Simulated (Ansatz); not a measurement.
Input for Ansatz (development build ahead of 0.2.0):

```yaml
crystal:
  periodic: [false, false, false]
  atoms:
    - { symbol: Ag, position_ang: [0.0, 0.0, -0.03108] }
    - { symbol: H, position_ang: [0.0, 0.0, 1.46083] }
basis:
  gaussian: { orbitals: def2-TZVP }
hamiltonian:
  xc: hf
correlation:
  method: mp2
  frozen_orbitals: { Ag: 0, H: 0 }
```

The input is written out in the form of the current development build from the run's settings. The basis set brings a core potential for Ag, so the total leaves out those core electrons.

Output:

* Converged: yes
* Reference energy: -146.64962 hartree
* Correlation energy: -0.50027 hartree
* Total energy: -147.14989 hartree
* Spin squared of the determinant: 0.000
